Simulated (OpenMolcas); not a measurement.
Mn4+: effect of the metal basis and ligand basis

Mn4+ with 6 ligands (fluoride) in octahedral coordination (Oh) at 1.84 Å. A charge of +0.333 e stands 2.4 Å behind each ligand.

```yaml
Program: OpenMolcas
Method: CASSCF
Spin-orbit_coupling: state interaction with AMFI integrals over the reference wave functions
```

Fixed: active space 3 electrons in 5 orbitals (3d), DKH2 Hamiltonian.

States (labels of O, the rotations of Oh). Energies in cm-1 above the lowest state or level, χT in cm3 K/mol.

```csv
Run,Metal basis,Ligand basis,Ground state,First state of that spin,First gap with spin-orbit (degeneracies),χT at 300 K,First state of another spin,Cost
A,ANO-RCC-VDZP,ANO-RCC-VDZP,4A2,4T2 19546,"19395 (4, 2)",1.827,2E 21331,roughly 50 core-seconds
B,ANO-RCC-VTZP,ANO-RCC-VTZP,4A2,4T2 19164,"19015 (4, 2)",1.826,2E 21609,roughly 70 core-seconds
```

Against A, the first state of the same spin changes by -2.0 % in B.

Costs are those of the RASSCF and RASSI steps.

Without dynamic correlation the repulsion within the d shell is too large (B by tens of per cent), so at a given field states of lower spin stand too high. The least metal-like active orbital is 80 % on the metal (Löwdin) and no ligand orbital is active, so the numbers are rough. Ligand-to-metal charge-transfer states are missing. With no ligand orbital active B as a rule stays too high, so bands that hang on it stand too high and its fall with covalency is understated. With metal d orbitals alone and no dynamic correlation the field as a rule comes out too small, by tens of per cent, by up to half for chloride and softer ligands. No measured value stands beside these numbers; the geometry is a model, was not optimised and need not be the one that this ion takes.
